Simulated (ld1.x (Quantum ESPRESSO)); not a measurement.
# How hard is this As (Z = 33) PAW potential?

- Element: arsenic (As)
- Generator: ld1.x (Quantum ESPRESSO) 7.5
- Type: PAW
- Functional: LDA (PZ)
- Relativity: scalar-relativistic
- Frozen core: [Ar] 3d10
- Valence charge: 5
- Reference configuration: 4s2 4p3
- Partial waves: 4s (bound): rcut 1.45, rcutus 1.90 bohr; 4s channel at 4.15 Ry: rcut 1.45, rcutus 1.90 bohr; 4p (bound): rcut 1.45, rcutus 1.55 bohr; 4p channel at 1.5 Ry: rcut 1.45, rcutus 1.55 bohr; 4d channel at 0.45 Ry: rcut 1.50, rcutus 1.70 bohr; 4d channel at 1.7 Ry: rcut 1.50, rcutus 1.70 bohr
- Local potential: all-electron potential smoothed inside 1.75 bohr (lloc = -1)
- Core correction: Bessel-smoothed model core inside 1.35 bohr
- Augmentation charge: PSQ, inside the norm-conserving radii

The pseudo-atom Hamiltonian at the reference potential is diagonalised in spherical Bessel functions j_l(qr) that vanish at 20 bohr, with q² up to the cutoff. All-electron valence levels (Ry): 4s -1.0806, 4p -0.3930.

Q: How do the lowest levels (Ry) of each channel move with the cutoff, and are there ghosts?

A:

```
cutoff (Ry)     s #1     p #1    p #2     d #1    d #2    f #1  Σ f·Δε (mRy)
          8  -1.0804  -0.3882  0.0289   0.0627  0.1400  0.1139          15.1
         10  -1.0804  -0.3883  0.0289   0.0627  0.1400  0.1139          14.9
         12  -1.0804  -0.3888  0.0289   0.0627  0.1400  0.1139          13.2
         15  -1.0805  -0.3906  0.0288   0.0627  0.1400  0.1139           7.7
         21  -1.0806  -0.3925  0.0287  -0.0629  0.0629  0.1139           1.9
         25  -1.0806  -0.3929  0.0287  -1.0954  0.0627  0.1139           0.6
         30  -1.0806  -0.3930  0.0287  -1.8428  0.0627  0.1139           0.4
         35  -1.0807  -0.3930  0.0287  -2.1439  0.0627  0.1139           0.3
        400  -1.0807  -0.3931  0.0287  -2.3331  0.0627  0.1139           0.0
```

Result: ghost state, extra bound levels that the all-electron valence spectrum of the same l lacks: d at -31.7 eV (a true bound ghost makes a file unfit for plane-wave use); 10 mRy is reached at 15 Ry and 1 mRy at 25 Ry.
